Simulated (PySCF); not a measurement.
Compound: C₆H₆B₂.
Cartesian coordinates in Å at the GFN2-xTB level; atoms count from 1:
```xyz
14
C6H6B2 angstrom
C      3.478   -0.056    0.020
C      2.271   -0.037    0.027
B      0.767   -0.013    0.044
C     -0.008    1.340    0.001
C     -1.352    1.354   -0.080
B     -2.158    0.034    0.056
C     -1.395   -1.308   -0.104
C     -0.052   -1.339   -0.013
H      4.530   -0.072    0.017
H      0.534    2.281   -0.008
H     -1.861    2.312   -0.152
H     -3.282    0.049    0.394
H     -1.935   -2.248   -0.194
H      0.460   -2.297   -0.029
```

Vertical excitations from PySCF (density fitting, frozen core in the response, grid level 2 and gas phase unless stated; continuum runs use non-equilibrium linear response for the excitations) on a GFN2-xTB geometry. Reference run:

| settings | S1, eV (f) | S2, eV (f) | S3, eV (f) | S4, eV (f) | S5, eV (f) | S6, eV (f) | T1, eV (Tamm–Dancoff) | mean α (au) |
| --- | --- | --- | --- | --- | --- | --- | --- | --- |
| PBE0/def2-SVPD, full TDDFT, 6 singlets | 2.74 (0.000) | 3.08 (0.000) | 3.82 (0.000) | 4.14 (0.130) | 4.45 (0.175) | 5.06 (0.000) | 2.04 | 97.7 |

Q: What do these settings give: (1) HCTH407/def2-SVPD, fitting basis def2-qzvpp-jkfit, full TDDFT, 12 singlets; (2) BHandHLYP/6-31G*, TDA, 1 singlet?

A: 
| settings | S1, eV (f) | S2, eV (f) | S3, eV (f) | S4, eV (f) | S5, eV (f) | S6, eV (f) | T1, eV (Tamm–Dancoff) | mean α (au) |
| --- | --- | --- | --- | --- | --- | --- | --- | --- |
| HCTH407/def2-SVPD, fitting basis def2-qzvpp-jkfit, full TDDFT, 12 singlets | 2.37 (0.000) | 2.74 (0.000) | 3.27 (0.000) | 3.65 (0.094) | 3.89 (0.136) | 4.47 (0.002) | 1.95 | 100.6 |
| BHandHLYP/6-31G*, TDA, 1 singlet | 3.28 (0.000) | – | – | – | – | – | 2.15 | 79.5 |

(1) S1 moves by -0.37 eV (HCTH407 has no exact exchange, PBE0 25 % exact exchange). (2) S1 moves by +0.54 eV; functional, basis and response scheme change together, so the shift can't be laid on one. States are counted by energy in each run and needn't keep their character from row to row.

All basis functions are spherical, in the Pople sets too.

Q: Which orbital pairs make up S1 in each run, and how does it sit against the orbital gap?

A: 
```json
{"settings": "PBE0/def2-SVPD, full TDDFT, 6 singlets", "S1 configurations (weight)": "H→L 0.88, H−1→L 0.11", "S1 (eV)": "2.74", "orbital gap (eV)": "4.05", "S1 − gap (eV)": "-1.31"}
{"settings": "HCTH407/def2-SVPD, fitting basis def2-qzvpp-jkfit, full TDDFT, 12 singlets", "S1 configurations (weight)": "H→L 0.91, H−1→L 0.09", "S1 (eV)": "2.37", "orbital gap (eV)": "2.23", "S1 − gap (eV)": "+0.14"}
{"settings": "BHandHLYP/6-31G*, TDA, 1 singlet", "S1 configurations (weight)": "H→L 0.88, H−1→L 0.08", "S1 (eV)": "3.28", "orbital gap (eV)": "6.01", "S1 − gap (eV)": "-2.73"}
```

One conformer stands for the species.
